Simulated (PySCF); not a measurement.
## Ionisation energy of Hg⁶²⁺ by level of theory

Hg⁶²⁺ [Ar] (1S) → Hg⁶³⁺ [Ne] 3s2 3p5 (2P), as a difference of total energies. Calculation: PySCF 2.14, in an uncontracted even-tempered set (17 s from 18 bohr⁻², ratio 2.5; 12 p from 23 bohr⁻², ratio 2.5; 4 d from 95 bohr⁻², ratio 2.7; 4 f from 140 bohr⁻², ratio 2.7); scalar relativity by spin-free X2C-1e. Correlated levels: outer shells: 1s2 frozen; virtual orbitals above 40 to 60 times the deepest correlated orbital energy dropped. The calculations carry no spin-orbit coupling.

```json
{"method": "UHF", "ionisation energy (eV)": "7093.2"}
{"method": "MP2 (outer shells)", "ionisation energy (eV)": "7094.4"}
{"method": "SCS-MP2 (outer shells)", "ionisation energy (eV)": "7094.2"}
{"method": "CCSD (outer shells)", "ionisation energy (eV)": "7094.3"}
{"method": "CCSD(T) (outer shells)", "ionisation energy (eV)": "7094.3"}
```

A first-order spin-orbit estimate (lowest level to lowest level, LS coupling) adds -154.6 eV.

Breit and QED terms and the two-electron picture change are absent.

For comparison: 6933 ± 15 eV (theoretical estimate listed by NIST; NIST Atomic Spectra Database, ionization energies).
